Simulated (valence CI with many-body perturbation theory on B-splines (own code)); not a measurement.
Results of a calculation; reference values are marked as such.
# From CI to CI+MBPT in Tl⁵⁰⁺

Method: configuration interaction combined with many-body perturbation theory (CI+MBPT): three valence electrons over a frozen Dirac-Fock core [Ar] 3d10, radial functions for each j: 11 s, 11 p, 9 d, 7 f, 5 g, 2 h, 1 i, with the one-electron correlation potential Σ1, the two-electron term Σ2, the three-electron term Σ3, Breit, model QED; selected CI, second order for the rest (own B-spline code, finite nucleus).

No measured spectrum was set against this ion. As an estimate, large intervals hold to a few tenths of a per cent, small ones and those within an open d or f shell to about a per cent.

Each rung adds one term. CI alone is the Dirac-Coulomb CI over the frozen core; QED comes last and gives the full result, which names the levels. Energies are above (4s^2 4p1/2) J=1/2 on the same rung, in eV.

Levels are named by their leading jj configuration (3d3/2^4 stands for four electrons in 3d with j = 3/2), which in mixed levels can hold well under half, so a name can repeat and another be missing. Letters in brackets count levels of one name in rising energy.

| Level | CI alone | Σ1 | Σ2 | Σ3 | Breit | QED | Full |
| --- | --- | --- | --- | --- | --- | --- | --- |
| (4s 4p1/2^2) J=1/2 | 115.80 | -0.142 | +0.031 | +0.007 | +1.503 | -1.842 | 115.36 |
| (4s^2 4p3/2) J=3/2 | 160.31 | +0.336 | +0.146 | +0.002 | -1.768 | +0.142 | 159.17 |
| (4s 4p1/2 4p3/2) J=3/2 [a] | 260.03 | +0.188 | +0.656 | +0.019 | -0.274 | -1.686 | 258.93 |
| (4s 4p1/2 4p3/2) J=5/2 | 270.18 | +0.191 | +0.376 | +0.014 | -0.401 | -1.675 | 268.69 |
| (4s 4p1/2 4p3/2) J=3/2 [b] | 284.18 | +0.189 | -0.155 | +0.006 | -0.388 | -1.639 | 282.19 |
| (4s 4p1/2 4p3/2) J=1/2 | 286.94 | +0.194 | -0.605 | +0.003 | -0.260 | -1.695 | 284.57 |
| (4s^2 4d3/2) J=3/2 | 348.87 | +0.058 | -0.750 | +0.003 | -2.164 | -0.309 | 345.71 |
| (4s^2 4d5/2) J=5/2 | 380.09 | +0.196 | -0.420 | +0.008 | -2.875 | -0.221 | 376.78 |
| (4p1/2^2 4p3/2) J=3/2 | 399.88 | +0.044 | -0.334 | +0.015 | +1.092 | -3.449 | 397.25 |
| (4s 4p3/2^2) J=5/2 | 428.21 | +0.511 | +0.344 | +0.009 | -2.114 | -1.493 | 425.47 |
| (4s 4p1/2 4d3/2) J=3/2 [a] | 438.93 | -0.101 | +0.466 | +0.029 | -0.718 | -2.085 | 436.52 |
| (4s 4p3/2^2) J=1/2 | 446.62 | +0.528 | -0.048 | -0.001 | -1.998 | -1.541 | 443.56 |
| (4s 4p1/2 4d3/2) J=5/2 | 447.96 | -0.095 | +0.251 | +0.024 | -0.838 | -2.075 | 445.22 |
| (4s 4p3/2^2) J=3/2 | 451.06 | +0.528 | -0.600 | 0.000 | -2.057 | -1.538 | 447.39 |
| (4s 4p1/2 4d3/2) J=1/2 | 463.54 | -0.093 | -0.647 | +0.009 | -0.718 | -2.072 | 460.02 |
| (4s 4p1/2 4d3/2) J=3/2 [b] | 465.43 | -0.084 | -0.616 | +0.006 | -0.751 | -2.093 | 461.89 |
| (4s 4p1/2 4d5/2) J=5/2 [a] | 482.70 | +0.034 | -0.044 | +0.019 | -1.412 | -1.989 | 479.31 |
| (4s 4p1/2 4d5/2) J=7/2 | 489.53 | +0.041 | -0.159 | +0.022 | -1.578 | -1.971 | 485.88 |
| (4s 4p1/2 4d5/2) J=5/2 [b] | 496.31 | +0.042 | -0.284 | +0.003 | -1.444 | -2.015 | 492.62 |
| (4s 4p1/2 4d5/2) J=3/2 | 498.19 | +0.048 | -0.508 | +0.006 | -1.283 | -2.086 | 494.37 |
| (4p1/2 4p3/2^2) J=3/2 | 557.70 | +0.368 | -0.527 | +0.012 | -0.622 | -3.313 | 553.61 |
| (4p1/2 4p3/2^2) J=5/2 | 558.36 | +0.365 | -0.104 | +0.015 | -0.827 | -3.234 | 554.57 |
| (4p1/2 4p3/2^2) J=1/2 | 566.52 | +0.380 | -0.266 | +0.007 | -0.649 | -3.308 | 562.69 |
| (4s^2 4f5/2) J=5/2 | 573.02 | +0.153 | -0.355 | -0.010 | -3.292 | -0.319 | 569.20 |
| (4p1/2^2 4d3/2) J=3/2 | 574.49 | -0.240 | -0.264 | +0.019 | +0.774 | -3.901 | 570.88 |
| (4s^2 4f7/2) J=7/2 | 583.78 | +0.249 | -0.406 | -0.014 | -3.732 | -0.286 | 579.59 |
| (4s 4p3/2 4d3/2) J=3/2 [a] | 609.50 | +0.237 | -0.012 | +0.020 | -2.512 | -1.925 | 605.31 |
| (4s 4p3/2 4d3/2) J=1/2 [a] | 609.47 | +0.238 | +0.049 | +0.020 | -2.457 | -1.923 | 605.40 |
| (4s 4p3/2 4d3/2) J=5/2 [a] | 609.78 | +0.243 | -0.054 | +0.018 | -2.541 | -1.951 | 605.50 |
| (4s 4p3/2 4d3/2) J=7/2 | 614.57 | +0.248 | +0.004 | +0.009 | -2.723 | -1.872 | 610.23 |
| (4p1/2^2 4d5/2) J=5/2 | 615.84 | -0.099 | -0.623 | +0.022 | 0.000 | -3.786 | 611.35 |

The middle columns are the shifts that each term adds.

(1) How does the ionisation energy move along the ladder, and which term matters most?

Answers

(1) CI alone 2928.1, + Σ1 2930.1, + Σ2 2930.1, + Σ3 2930.1, + Breit 2926.0, + QED 2925.9 eV. The largest step is Breit, -4.1 eV. NIST lists 2925 ± 4 eV (theoretical).
